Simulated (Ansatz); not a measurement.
```yaml
crystal:
  periodic: [false, false, false]
  atoms:
    - {symbol: N, position_ang: [-0.508169, 0.942671, -0.520730]}
    - {symbol: W, position_ang: [0.319662, -0.628324, 0.209779]}
    - {symbol: O, position_ang: [-0.886294, -1.815271, 0.311740]}
    - {symbol: F, position_ang: [1.696131, -1.223333, -0.890918]}
    - {symbol: S, position_ang: [1.073182, -0.141661, 2.145331]}
    - {symbol: H, position_ang: [-1.381622, 0.910601, -1.026849]}
    - {symbol: H, position_ang: [-0.251789, 1.887317, -0.274052]}
basis:
  gaussian: {orbitals: def2-mTZVP}
hamiltonian: {xc: {name: rPW86-PBE}}
accuracy: high
scf: {lower_state_search: light}
output: {forces: true}
```

```sh
$ ansatz run in.yaml --threads 2 --pin off --events-out ev --progress --plain --max-ram 31744MiB --backend cpu
```

Shortened log:

```
Functional definition: rPW86-PBE
  name "rPW86-PBE"
  cite "Murray, Lee & Langreth, J. Chem. Theory Comput. 5, 2754 (2009) doi:10.1021/ct900365q"
  cite "Perdew, Burke & Ernzerhof, Phys. Rev. Lett. 77, 3865 (1996) doi:10.1103/PhysRevLett.77.3865"
  parent pbe
  exchange = rpw86_x
  correlation = pbe_c
2459 factors; integrals over basis functions are off by at most 5.6e-9 eV
mean field evaluation 1: about -18958.3626 eV, gradient 1.1e2 eV
mean field evaluation 2: about -18698.1482 eV, gradient 3.2e2 eV
mean field evaluation 4: about -18973.6193 eV, gradient 6.3e1 eV
mean field evaluation 8: about -18980.1732 eV, gradient 6.5e0 eV
mean field evaluation 16: about -18980.2580 eV, gradient 5.0e-3 eV
mean field evaluation 32: about -18980.2580 eV, gradient 3.9e-8 eV
mean field -18980.25801877 eV, -697.5116169088 hartree, gradient 3.9e-8 eV, S^2 0.000000; 0 other end points of the search recorded, 0 dependent functions left out
the calculation of the forces begins
reference -18980.25803222 eV, -697.5116174032 hartree; 28, 28 occupied and 98, 98 virtual orbitals, 2459 factors
Total energy: -18980.25803222 eV, -697.5116174032 hartree
Atom 0 at    -0.508169     0.942671    -0.520730 Å, force    -0.196060     0.434959    -0.280137 eV/Å
Atom 1 at     0.319662    -0.628324     0.209779 Å, force     0.488461     0.858816    -0.217637 eV/Å
Atom 2 at    -0.886294    -1.815271     0.311740 Å, force    -1.568434    -1.558795     0.135408 eV/Å
Atom 3 at     1.696131    -1.223333    -0.890918 Å, force     1.048392    -0.478786    -0.824241 eV/Å
Atom 4 at     1.073182    -0.141661     2.145331 Å, force     0.514862     0.307593     1.314937 eV/Å
Atom 5 at    -1.381622     0.910601    -1.026849 Å, force    -0.347932     0.040317    -0.202278 eV/Å
Atom 6 at    -0.251789     1.887317    -0.274052 Å, force     0.060711     0.395896     0.073947 eV/Å
Dipole moment:    -0.294512     0.645802    -0.399392 e Å
```

Hardware: 2 threads of a server CPU on a shared host. Wall time 16 s, peak host memory 0.61 GiB.
